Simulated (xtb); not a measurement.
CH3Te (SMILES C[Te]), doublet, geometry from GFN2-xTB, atoms displaced at random by about 0.02 Å a coordinate. Base run: xtb with GFN2-xTB.

Here is a job for xtb.
```
$ xtb mol.xyz --gfn 2 --uhf 1 --opt --json

# file mol.xyz
5

C     -1.83126860    -0.01369102    -0.02762754
Te     0.31699537     0.03360249    -0.00293949
H     -2.16945814    -0.79501449    -0.66422900
H     -2.17069973    -0.19024300     0.99420770
H     -2.21203059     0.95034450    -0.29410339
```

Each row names what was changed in the base input (with any setting that the change needs).

```tsv
change	ΔE vs base (kcal/mol)	optimiser steps
base	0.000	9
engine = inertial	0.001	-
alpb = dmf	-3.35	9
opt level = extreme	-0.001	11
opt level = tight	-0.001	11
opt level = loose	0.014	5
opt level = crude	0.146	3
alpb = chcl3	-3.34	9
opt level = lax	0.011	6
opt level = sloppy	0.014	5
```
